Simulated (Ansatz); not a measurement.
Molecule: HgBr, net charge 0, doublet state. The spin state was set by rule; other spins were not relaxed. 
Structure (B3LYP-D3(BJ)/def2-TZVP (Ansatz, an electronic-structure program) minimum search):
```
Hg
Br 1 2.6164
```
Charge 0, spin multiplicity 2.

Quantity: atomisation energy (electronic, to ground-state atoms), in kcal/mol. Cores are frozen in the correlated levels unless marked. Open shells are spin-unrestricted. Spin-orbit coupling is left out. Frozen are the shells of the preceding noble gas and the d and f shells that filled before the atom's block. In def2 rows, elements after Kr have scalar-relativistic effective core potentials. The coupled-cluster limit lacks core correlation, which all-electron functionals hold. CBS marks a two-point X^-3 extrapolation of the correlation energy; Hartree-Fock from the larger set.

| level | program | atomisation energy (kcal/mol) |
|---|---|---|
| BLYP/def2-TZVPD | Ansatz | … |
| revPBE-D3(BJ)/def2-TZVPD | Ansatz + dftd3 | … |
| r2SCAN/def2-TZVPD | Ansatz | 23.4 |
| B3LYP-D3(BJ)/def2-TZVPD | Ansatz + dftd3 | 18.8 |
| B3LYP/def2-TZVPD | Ansatz | 16.8 |
| BHLYP-D3(BJ)/def2-TZVPD | Ansatz + dftd3 | 18.5 |
| r2SCANh-D4/def2-TZVPD | Ansatz + dftd4 | 22.9 |
| r2SCANh/def2-TZVPD | Ansatz | 22.7 |
| HSE06-D4/def2-TZVPD | Ansatz + dftd4 | … |
| LC-wPBE-D4/def2-TZVPD | Ansatz + dftd4 | … |
| RPA@PBE/def2-QZVPP | Ansatz | 10.3 |
| CCSD/def2-SVPD | Ansatz | 11.3 |
| CCSD/def2-TZVPP | Ansatz | 13.0 |
| CCSD(T)/CBS(def2-TZVPPD,def2-QZVPPD) | Ansatz | 18.3 |

Task: Complete the blanks.

Result: 
- BLYP/def2-TZVPD, atomisation energy (kcal/mol): 16.3
- revPBE-D3(BJ)/def2-TZVPD, atomisation energy (kcal/mol): 19.6
- HSE06-D4/def2-TZVPD, atomisation energy (kcal/mol): 21.9
- LC-wPBE-D4/def2-TZVPD, atomisation energy (kcal/mol): 22.0
